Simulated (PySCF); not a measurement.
Species: GaMe3, C₃H₉Ga.
Geometry (PBE0-D3(BJ)/def2-SVP, Å), atoms numbered from 1 in this order:
```
atom  x, y, z in Å
Ga1    0.006   -0.007   -0.001
C2     1.980   -0.039   -0.033
H3     2.399   -1.054   -0.093
H4     2.378    0.445    0.875
H5     2.357    0.545   -0.889
C6    -0.951    1.721    0.005
H7    -1.563    1.810    0.919
H8    -1.653    1.771   -0.844
H9    -0.282    2.592   -0.046
C10   -1.019   -1.695    0.028
H11   -2.108   -1.539    0.042
H12   -0.745   -2.294    0.913
H13   -0.768   -2.309   -0.853
```

Theory: TDDFT PBE0/def2-SVPD, vertical, gas phase, core orbitals frozen in the response in PySCF. The PBE0/def2-SVPD calculation is non-relativistic and has no spin–orbit coupling, an omission that weighs most on gallium.

Frontier orbitals with the atoms that hold most of them (Löwdin shares over 4%, at most four atoms; ? is withheld):

| orbital | ε (eV) | atoms |
| --- | --- | --- |
| HOMO-3 | -10.66 | C6 34%, H7 14%, H8 14%, C10 9% |
| HOMO-2 | -10.56 | C6 18%, C10 18%, C2 17%, H9 8% |
| HOMO-1 | -7.49 | C10 32%, C2 23%, Ga1 20%, H11 5% |
| HOMO | -7.48 | C6 35%, Ga1 20%, C2 16%, C10 7% |
| LUMO | -0.52 | ? |
| LUMO+1 | -0.03 | Ga1 57%, C10 6%, C2 6%, C6 6% |
| LUMO+2 | 1.36 | C2 22%, C6 13%, Ga1 12%, H3 10% |

Q: Give the leading atoms of the LUMO.

A: Ga1 (bonded to 3 C) 53%; C2 (bonded to Ga and 3 H) 11%; C10 (bonded to Ga and 3 H) 11%; C6 (bonded to Ga and 3 H) 11%. By element: gallium 53%, carbon 33%.

Within 0.005 eV of a neighbour in this list lie HOMO-1/HOMO.

Q: How does S1 compare with the orbital gap of 6.96 eV?

A: S1 is at 5.44 eV (f = 0.0000), 1.52 eV below the gap, made of HOMO-1/HOMO→LUMO (100%). S1/S2 lie within about 0.01 eV of each other. 

Next come S2 at 5.45 eV (f 0.0000), HOMO-1/HOMO→LUMO (100%); S3 at 6.43 eV (f 0.090), HOMO-1/HOMO→LUMO+1 (98%); S4 at 6.43 eV (f 0.092), HOMO-1/HOMO→LUMO+1 (98%); S5 at 7.75 eV (f 0.0004), HOMO-1/HOMO→LUMO+3 (≥48%), HOMO-1/HOMO→LUMO+2 (≥35%).

Orbitals of the list HOMO-3 to LUMO+2 that lie within 0.01 eV of each other are written together with a slash and their weights summed (≥ marks a lower bound); for degenerate orbitals outside that list single weights are arbitrary.

Löwdin shares depend on the basis, the more so with diffuse functions.
